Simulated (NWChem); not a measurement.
# Correlation energy of BN

SMILES: [N]=[B]
```xyz
2

B      0.0000     0.0000     0.7682
N      0.0000     0.0000    -0.5487
```
Charge 0, spin multiplicity 3.

All runs are NWChem calculations. Structure: optimised with UPBE0/def2-SVP, a minimum by its harmonic frequencies.

Basis set: cc-pVQZ. Each correlation energy counts from its own Hartree-Fock reference.

The correlated methods keep 2 core orbitals frozen. This spin state was chosen for the runs; another may lie lower. The structure started from a generated list of species. The unpaired electrons of the parent sit in orbitals of symmetry a1 and b2 (C2v labels of the run); other states weren't searched. No SCF solution was tested for a lower state. Open-shell Hartree-Fock references start from PBE0 orbitals. Coupled-cluster values serve here as a point of comparison, not as the truth.

```tsv
method	correlation energy (mHa)
URI-MP2	-235.8
UMP2	-235.8
SCS-UMP2	?
CCSD on ROHF	?
CCSD[T] on ROHF	-273.1
CCSD(T) on ROHF	-271.6
```

Fill in the missing entries.


- SCS-UMP2, correlation energy (mHa): -231.5
- CCSD on ROHF, correlation energy (mHa): -256.8
